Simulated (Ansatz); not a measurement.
This geometry of FH5W (7 atoms, charge 0, multiplicity 1) is a first-order saddle point.

These are results of Ansatz, RKS B3LYP-D4/def2-SVPD, not measurements.

```xyz
7
Properties=species:S:1:pos:R:3
W -0.078 -0.299 0.114
H 0.781 -0.161 1.557
H 1.283 0.657 0.165
H -0.126 1.459 0.205
H -1.606 0.442 0.153
F -0.134 -2.216 0.015
H 0.779 -0.012 -1.308
```

**Question.** Which two structures does it join? (They come from a converged band through this point; their orientation in space is the band's.)

**Answer.** No bond is made or broken.  The two ends are copies of one structure, up to a mirror image or an exchange of like atoms.

Image 0:

```xyz
7
Properties=species:S:1:pos:R:3
W 0.080 -0.246 0.080
H 0.426 0.064 1.703
H 1.703 0.064 0.426
H -0.815 0.873 -0.815
H -1.129 0.564 0.936
F -0.301 -2.013 -0.301
H 0.936 0.564 -1.129
```

Image 8:

```xyz
7
Properties=species:S:1:pos:R:3
W 0.080 -0.247 0.079
H 0.425 0.065 1.702
H 1.702 0.065 0.425
H -1.128 0.564 0.936
H -0.814 0.873 -0.814
F -0.301 -2.014 -0.301
H 0.936 0.564 -1.129
```

**Question.** How far does it lie above each of them?

**Answer.** 116.4 kJ/mol above the first and 116.4 kJ/mol above the second. This is the barrier of this one path; another mechanism may lie lower.

The run took 2.6 min on 2 threads of AMD EPYC 9R45 96-Core Processor (Zen 5), on a shared host, peak memory 0.21 GiB.
